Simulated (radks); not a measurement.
Results of a calculation; reference values are marked as such.
Task: The selenium ion Se11+, [Ar] 3d5. Level of theory: non-relativistic Kohn-Sham, exchange-only B88, spin-polarised, spherical densities, point nucleus (a radial shooting solver on a logarithmic mesh with Libxc functionals). Every spin shell is full or empty, so the densities are truly spherical. Functionals are evaluated on that one density, not self-consistently. Rank these exchange functionals by their error against the exact value of the orbitals, and give that value: LDA, B88, PBEsol, RPBE, PW86, G96, EV93, APBE, SCAN, r2SCAN, MS2, MVS.

Result: Exact: -77.0265 hartree. From best to worst, with 100 (|E| - |E exact|)/|E exact| (equal figures are ties): PW86 -0.04, B88 -0.07, r2SCAN -0.10, MVS -0.10, SCAN +0.19, G96 +0.19, EV93 +0.20, RPBE -0.24, APBE +0.30, MS2 -0.42, PBEsol -2.88, LDA -6.27.
